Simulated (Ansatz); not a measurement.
Energy profile

The step: SiHOF ([OH][Si][F]) + H₂O → SiH₂O₂ ([OH][Si][OH]) + HF; bonds formed: Si1–O4, F2–H3; bonds broken: Si1–F2, H3–O4 (atoms numbered as in the saddle structure below).

```
7
angstrom
Si 0.6734 -0.3963 0.9227
F 0.6679 -1.0689 -1.0155
H -0.3733 -0.9162 -0.7169
O -1.0425 -0.5839 0.3153
O 0.9578 1.1823 0.5382
H -1.5798 0.2126 0.2573
H 0.6966 1.5704 -0.3012
```

Electronic energies by CCSD(T) at an estimated basis limit (MP2 extrapolated from triple and quadruple zeta, plus CCSD(T) − MP2 in triple zeta), on PBE0-D4/def2-TZVP structures; SiH3O2F, singlet; no counterpoise correction. Program: Ansatz 0.2.0. Basis: def2-TZVPP and def2-QZVPP. Cores are frozen in the correlated methods. Extrapolation: Hartree–Fock as exp(−7.88 √X), correlation as X^−2.97.

Question: Give the profile in kcal/mol, counted from the separated reactants. (An estimate is asked for; the value comes from the calculation.)

Answer: Computed:
```tsv
point	kcal/mol
separated: SiHOF (linked as [OH][Si][F]; Si1, F2, O5, H7; singlet) + H2O (H3, O4, H6; singlet)	0.00
start structure	-5.46
saddle	17.51
end structure	4.11
separated: SiH2O2 (linked as [OH][Si][OH]; Si1, O4, O5, H6, H7; singlet) + HF (F2, H3; singlet)	11.48
```

T1 diagnostic: at most 0.015.

For scale, one of the runs: CCSD(T)/def2-TZVPP, 177 basis functions, launched by `ansatz run in.yaml --threads 2 --pin off --events-out ev --progress --plain --max-ram 4352MiB`. The run took 26 s on 2 CPU threads of an Intel Xeon 6975P-C (shared host), with 1.8 GiB of host memory at its peak.
